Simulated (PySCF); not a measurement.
Telling isomers of C8H14 apart by NMR

[PySCF 2.14.0 with density-fitted response routines: coordinates at the PBE0-D3(BJ)/def2-SVP level; σ from GIAO-PBE0/pcSseg-1; a single conformation; no relativistic terms; rapidly exchanging positions averaged; isolated molecule]

References, each an isolated molecule treated in the same way: ¹H (31.27 ppm), ¹³C (184.41 ppm) against TMS. Where no couplings were computed, multiplicities follow the n + 1 count of equivalent neighbours, and m marks all less simple cases (inequivalent or close neighbours, rings, F or P nearby). Shifts are as computed. Against solution values, carbons near 30 ppm lie about +2 ppm off and those near 130 ppm about +5 ppm. Of 1211 compounds with measured shifts, 218 miss one by over three times the rms of a fit or turn the order of signals round; such compounds aren't used in these exercises.

(1) Tabulate the signals of `C1CCC2(CC1)CC2`, `C=C/C=C/C(C)(C)C` and their relative energies.

(2) What is the quickest way to tell C1CCC2(CC1)CC2 from C=C/C=C/C(C)(C)C?

Results:

(1) 
| SMILES | carbon types | δC | δH | E rel. (kcal/mol) |
| --- | --- | --- | --- | --- |
| C1CCC2(CC1)CC2 | 1×C 7×CH2 | 38.1, 28.6, 27.7, 18.2, 14.6 | 1.44 (m, 4H), 1.39 (m, 2H), 1.11 (m, 4H), 0.21 (s, 4H) | 0.0 |
| C=C/C=C/C(C)(C)C | 1×C 3×CH 1×CH2 3×CH3 | 155.4, 146.1, 133.4, 122.5, 34.2, 30.6 | 6.39 (m, 1H), 6.03 (m, 1H), 5.81 (d, 1H), 5.35 (m, 1H), 5.25 (m, 1H), 1.03 (s, 9H) | 16.3 |

Energies are electronic energies at PBE0/pcSseg-1 on these geometries, without zero-point or thermal terms, each for the one conformer computed, which needn't be the lowest.

(2) Count the carbon signals: 5 against 6. The first has an sp3 CH2 in a ring at 38.1 ppm, the second an alkene CH at 155.4 ppm. In the proton spectra the most deshielded non-exchanging signals are 1.44 (m, 4H) and 6.39 (m, 1H).
